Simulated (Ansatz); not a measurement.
Geometry optimisation, RHF/def2-SVP (Ansatz).

The input (input.yaml):

```yaml
crystal:
  periodic: [false, false, false]
  atoms:
    - { symbol: Mo, position_ang: [-0.280812, -0.382449, 0.05339] }
    - { symbol: F, position_ang: [-0.134726, -0.090034, 1.823122] }
    - { symbol: Cl, position_ang: [2.655247, -0.613452, 0.257802] }
    - { symbol: Cl, position_ang: [-0.219933, 2.677763, 0.383358] }
    - { symbol: Cl, position_ang: [-2.576697, -0.189455, -0.144409] }
    - { symbol: Cl, position_ang: [-0.189054, -2.68366, -0.070692] }
    - { symbol: F, position_ang: [0.216839, 0.153845, -1.59693] }
    - { symbol: O, position_ang: [1.164252, 2.114406, 1.125421] }
    - { symbol: H, position_ang: [2.91203, 0.636363, 0.228298] }
    - { symbol: H, position_ang: [0.874555, 1.768873, 1.989039] }
basis:
  gaussian: { orbitals: def2-SVP }
hamiltonian:
  xc: hf
relax:
  f_tol: 0.03
  max_steps: 50
```

Launched with:

```bash
$ ansatz run input.yaml --threads 4 --pin off --max-ram 5120MiB --backend cpu --events-out ev --progress --plain --runs-dir out
```

Problem. Where does it end, and by what steps?

Solution. The run converged. After 12 steps the energy has fallen by 0.182 eV; O8 moved furthest, 0.40 Å.

```csv
step,energy less start (eV),largest force component (eV/Å),accepted
0,0.0000,1.145,yes
1,-0.0982,0.792,yes
2,-0.1274,1.042,yes
3,-0.1498,0.562,yes
4,-0.1273,1.159,no
5,-0.1685,0.380,yes
6,-0.1775,0.164,yes
7,-0.1802,0.094,yes
8,-0.1812,0.164,yes
9,-0.1818,0.096,yes
10,-0.1819,0.037,yes
11,-0.1823,0.038,yes
12,-0.1823,0.016,yes
```

```xyz
10
Properties=species:S:1:pos:R:3
Mo -0.314 -0.496 -0.066
F -0.028 -0.081 1.694
Cl 2.603 -0.471 0.048
Cl 0.132 2.594 0.242
Cl -2.611 -0.269 -0.091
Cl -0.246 -2.797 -0.073
F 0.031 -0.043 -1.773
O 1.298 2.359 1.411
H 2.701 0.706 0.544
H 0.854 1.889 2.114
```

Whether the end is a true minimum wasn't checked by a vibrational analysis.

Run time: 49 s on 4 threads of Arm Neoverse V2, on a shared host, peak memory 0.55 GiB.
